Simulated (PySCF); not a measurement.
Species: C₆H₈B₂.
SMILES with atom numbers: `[BH2:1][C:2]1=[CH:3][BH:4][CH:5]=[CH:6][CH:7]=[CH:8]1` (hydrogens: H9, H10 on B1; H11 on C3; H12 on B4; H13 on C5; H14 on C6; H15 on C7; H16 on C8)

Method: PBE0-D3(BJ)/def2-SVP geometry optimisation, gas phase in PySCF 2.14.0; density fitting, grid level 1; the optimiser is geomeTRIC in internal coordinates, started from a GFN2-xTB structure with every atom displaced at random (about 0.01 Å).

Step 2: E = -7688.3976 eV
```
atom  x, y, z in Å  |  force x, y, z in eV/Å
B1      2.6951    0.4063    0.0522    0.066   0.001  -0.029
C2      1.1529    0.1867    0.0830   -0.034  -0.037  -0.018
C3      0.3593    1.3183    0.2123    0.000   0.084   0.037
B4     -1.1624    1.4979    0.0964    0.045  -0.033  -0.007
C5     -2.1398    0.3370   -0.0376    0.046  -0.027   0.026
C6     -1.8521   -1.0071   -0.1064   -0.057  -0.009  -0.013
C7     -0.5927   -1.6660   -0.1305    0.005   0.011  -0.033
C8      0.6821   -1.1540   -0.0941   -0.002  -0.027  -0.031
H9      3.4194   -0.3580   -0.5525   -0.070   0.004   0.087
H10     3.1841    1.3616    0.6068   -0.008   0.037  -0.025
H11     0.9362    2.2321    0.4102    0.015   0.006  -0.010
H12    -1.6049    2.6262    0.1496    0.006   0.000  -0.002
H13    -3.2126    0.5667   -0.0654    0.009  -0.001   0.013
H14    -2.7053   -1.6936   -0.1803    0.001  -0.017   0.005
H15    -0.6505   -2.7552   -0.2295   -0.010   0.003  -0.001
H16     1.4765   -1.9021   -0.1978   -0.012   0.006   0.001
```

Step 3: E = -7688.4065 eV
```
atom  x, y, z in Å  |  force x, y, z in eV/Å
B1      2.6954    0.4037    0.0743   -0.121   0.160   0.069
C2      1.1501    0.1921    0.0693    0.035   0.046   0.014
C3      0.3629    1.3303    0.1881    0.184  -0.023   0.018
B4     -1.1532    1.4934    0.0842   -0.165   0.034   0.095
C5     -2.1317    0.3282   -0.0168   -0.084   0.129   0.027
C6     -1.8596   -1.0147   -0.1095    0.104  -0.111  -0.019
C7     -0.5955   -1.6649   -0.1624   -0.060  -0.019  -0.020
C8      0.6770   -1.1477   -0.1163   -0.066   0.068  -0.017
H9      3.4224   -0.4136   -0.4236    0.137  -0.162  -0.040
H10     3.1693    1.4088    0.5536   -0.025  -0.026  -0.035
H11     0.9446    2.2446    0.3801   -0.043  -0.059  -0.022
H12    -1.6007    2.6184    0.1561   -0.030   0.004  -0.044
H13    -3.2031    0.5652    0.0038   -0.003   0.004  -0.027
H14    -2.7141   -1.7035   -0.1714    0.043   0.044   0.020
H15    -0.6495   -2.7530   -0.2739    0.011  -0.003  -0.004
H16     1.4708   -1.8907   -0.2192    0.084  -0.084  -0.014
```

Step 4: E = -7688.4141 eV
```
atom  x, y, z in Å  |  force x, y, z in eV/Å
B1      2.6958    0.3996    0.0856   -0.129   0.151   0.083
C2      1.1497    0.1928    0.0591    0.017   0.025  -0.025
C3      0.3579    1.3292    0.1749    0.199  -0.024   0.027
B4     -1.1599    1.4982    0.0887   -0.165   0.000   0.073
C5     -2.1370    0.3312    0.0025    0.030   0.142   0.009
C6     -1.8514   -1.0083   -0.1076   -0.023  -0.181  -0.011
C7     -0.5918   -1.6640   -0.1840   -0.021   0.068   0.009
C8      0.6812   -1.1481   -0.1343   -0.049   0.050  -0.010
H9      3.4334   -0.4564   -0.3247    0.128  -0.147  -0.039
H10     3.1581    1.4343    0.5087   -0.008  -0.018  -0.036
H11     0.9424    2.2421    0.3576   -0.031  -0.017  -0.014
H12    -1.6086    2.6234    0.1563   -0.005   0.000  -0.030
H13    -3.2090    0.5635    0.0406    0.003  -0.031  -0.025
H14    -2.7033   -1.6995   -0.1602    0.001   0.020   0.005
H15    -0.6492   -2.7509   -0.3062   -0.002   0.009  -0.005
H16     1.4768   -1.8903   -0.2408    0.055  -0.048  -0.010
```

Question: Estimate the geometry and energy of step 5. (The exact step hangs on the optimiser's Hessian estimate; all steps are aligned on step 4, rigid shifts and turns removed.)

Answer: E = -7688.4192 eV, largest force 0.175 eV/Å
```
atom  x, y, z in Å  |  force x, y, z in eV/Å
B1      2.7058    0.3833    0.1046   -0.070   0.152   0.049
C2      1.1565    0.2053    0.0442   -0.053  -0.111  -0.081
C3      0.3532    1.3347    0.1598    0.132  -0.006   0.051
B4     -1.1728    1.4986    0.1062   -0.013  -0.052   0.004
C5     -2.1450    0.3277    0.0358   -0.009   0.038  -0.026
C6     -1.8554   -1.0102   -0.1050    0.077   0.056   0.023
C7     -0.5888   -1.6447   -0.2166   -0.022  -0.132   0.007
C8      0.6861   -1.1335   -0.1614   -0.040   0.029   0.003
H9      3.4519   -0.5373   -0.1353   -0.013  -0.030  -0.004
H10     3.1659    1.4607    0.3980    0.038   0.016  -0.011
H11     0.9340    2.2505    0.3245    0.007   0.066  -0.009
H12    -1.6296    2.6217    0.1589    0.031  -0.005   0.016
H13    -3.2174    0.5531    0.0928   -0.009  -0.019  -0.007
H14    -2.7016   -1.7073   -0.1502   -0.010  -0.001  -0.013
H15    -0.6412   -2.7287   -0.3620    0.001  -0.018  -0.004
H16     1.4833   -1.8769   -0.2778   -0.045   0.016   0.004
```

The energy changes by -0.0051 eV. The first-order estimate −F·Δx gives -0.0127 eV and the mean of the old and new forces, exact on a quadratic surface, -0.0038 eV. The step makes an angle of 84° with the force vector and moves no atom by more than 0.207 Å.

The cost below is that of the whole optimisation. Hardware: one thread of an Arm Neoverse N1 (shared host). Cost: 3.5 min wall, 0.61 GiB resident at most.
